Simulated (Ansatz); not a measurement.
Reaction (cleavage of the Ga–Zn bond): `[F][GaH][ZnH]` + H₂Se → `[F][GaH][SeH]` + `[ZnH2]`

Program: Ansatz. Geometries: PBE0-D4/def2-TZVP. ΔE: electronic, gas phase. CCSD(T)/CBS is the MP2 limit (def2-TZVPP, def2-QZVPP) plus CCSD(T) − MP2 in def2-TZVPP, frozen cores. Functionals use def2-TZVPP. HSE06 is defined as in plane-wave codes. For Ga, Se, Zn outer-core shells are correlated without core-valence functions, which leaves a few kJ/mol of doubt a bond. Scalar relativity is left out up to krypton. One conformer a species, not always the lowest.

```tsv
level	ΔE (kJ/mol)	difference from CCSD(T)/CBS
PBE-D4	-54.4	3.1
r2SCAN0-D4	-63.5	-6.0
HSE06-D4	-57.6	-0.1
ωB97X-V	-58.9	-1.4
PBE0	-55.5	2.0
r2SCANh	-63.2	-5.7
CAM-B3LYP	-54.8	2.7
SCS-MP2/def2-TZVPP	-65.5	-8.0
MP2/CBS(def2)	-65.1	-7.6
CCSD/CBS(def2)	-55.8	1.7
CCSD(T)/CBS	-57.5	0
```

Largest T1 diagnostic among the species: 0.016.

From BLYP to BHLYP (50 % exact exchange), in def2-TZVPP and without D4, ΔE moves by −7.2 kJ/mol. The D4 term adds −4.0 kJ/mol with B3LYP and −2.0 kJ/mol with PBE0; it sums over pairs of atoms, weighted by their polarisabilities, and B3LYP, whose exchange is more repulsive, gets the larger term.

B3LYP here is the variant with VWN-RPA as its local correlation; programs differ in this.
